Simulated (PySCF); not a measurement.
Coordinates in bohr (charge 0 multiplicity 1):
```
Ir    0.0000    0.0000    0.0000
I     4.6825    0.0000    0.0000
I    -2.3412    4.0552    0.0000
I    -2.3413   -4.0552    0.0000
```

Computed with PBE0 in PySCF with Ir def2-SVP with ECP60, I def2-SVP with ECP28; scalar-relativistic core potentials, no spin–orbit coupling; density-fitted integrals.

This geometry of IrI3 is a stationary point at this level.

(1) What is the point group?

(2) Is it a minimum?

(3) List the harmonic modes with their infrared intensities.

Results:

(1) D3h.

(2) No: it has 1 imaginary mode, at 103i cm⁻¹ (a2'').

(3) 
```
symmetry  ω (cm⁻¹)  IR (km/mol, summed over degenerate members)
    a2''      103i                                            –
      e'        52                                          2.4
     a1'       191                                          0.0
      e'       253                                         25.6
```

Only a few start shapes were tried, so a lower isomer may exist. At this level a singlet minimum of C3v symmetry lies 34 kJ/mol below this structure. No spin–orbit coupling is included, which matters more the heavier the element.
